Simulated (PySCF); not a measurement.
Ionisation energy of N²⁺ by level of theory

N²⁺ [He] 2s2 2p1 (2P) → N³⁺ [He] 2s2 (1S), as a difference of total energies. All numbers are calculated (PySCF 2.14, scalar relativity by spin-free X2C-1e, in x2c-QZVPPall with one added diffuse shell each of s, p, d, f type (8s5p4d3f1g, 73 functions)). Correlated levels: valence and next inner shell: nothing frozen. The calculations carry no spin-orbit coupling.

| method | ionisation energy (eV) | plus first-order spin-orbit estimate | difference from reference of that sum (eV) |
| --- | --- | --- | --- |
| UHF | 47.298 | 47.312 | -0.133 |
| MP2 (valence and next inner shell) | 47.567 | 47.582 | +0.137 |
| SCS-MP2 (valence and next inner shell) | 47.510 | 47.525 | +0.080 |
| CCSD (valence and next inner shell) | 47.331 | 47.346 | -0.099 |
| CCSD(T) (valence and next inner shell) | 47.358 | 47.373 | -0.072 |

Reference: 47.445 eV (semi-empirical (NIST evaluation); NIST Atomic Spectra Database, ionization energies).

A first-order spin-orbit estimate (lowest level to lowest level, LS coupling) adds 0.015 eV.

Errors of the correlated levels include the incompleteness of this basis.

The coupled-cluster amplitudes are large for N³⁺ (T1 above 0.03 or a double amplitude above 0.15), so a single reference is strained.
